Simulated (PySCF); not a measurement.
## Pd⁺: fine-structure interval

Pd⁺ [Kr] 4d9 [4d3/2^4 4d5/2^5, M_J = 5/2] → Pd⁺ [Kr] 4d9 [4d3/2^3 4d5/2^6, M_J = 3/2], as a difference of total energies. Computed with PySCF 2.14 in x2c-QZVPPall-2c, with the two-component X2C-1e Hamiltonian. Correlated levels: [Ar] 3d10 frozen; the 32 highest virtual spinors dropped. "Screened" scales the spin-orbit matrix elements by Boettger's factors to mimic the two-electron term; Breit and QED terms are absent.

```tsv
method	fine-structure interval (cm⁻¹)
GHF (screened spin-orbit)	3633.4
GMP2 (screened spin-orbit)	4016.4
GHF (bare spin-orbit)	4729.3
```

Problem. Which method comes closest to the reference value, and which is furthest?

Solution. The reference is 3539.2 cm⁻¹ (measured; NIST Handbook of Basic Atomic Spectroscopic Data (Sansonetti and Martin, J. Phys. Chem. Ref. Data 34, 1559 (2005))). Closest: GHF (screened spin-orbit) (error 94.183 cm⁻¹); furthest: GHF (bare spin-orbit) (error 1190.0 cm⁻¹).
